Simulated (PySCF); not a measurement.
Computed shifts of a molecule C₅H₅N, B3LYP/pcSseg-1 (PySCF), GIAO, gas phase, equivalent atoms averaged, in ppm (number of nuclei): ¹³C: 232.3 (1), 110.1 (1), 92.5 (1), 91.4 (1), 80.9 (1). ¹⁵N: 64.9 (1). ¹H: 5.94 (2), 3.44 (1), 1.88 (2). References: ¹³C against TMS (σ = 181.3 ppm); ¹⁵N against NH3 (σ = 265.5 ppm); ¹H against TMS (σ = 31.68 ppm), references at their B3LYP-D3(BJ)/def2-TZVP geometries, non-relativistic. Coordinates come from a B3LYP-D3(BJ)/def2-SVP optimisation. The values are those of a single conformer.

Task: Identify the compound among the candidates.
A. C#CC=C=CN
B. C#CC(N)=C=C
C. CC#CCC#N
D. C=C1C=CN=C1

Result: B, C#CC(N)=C=C
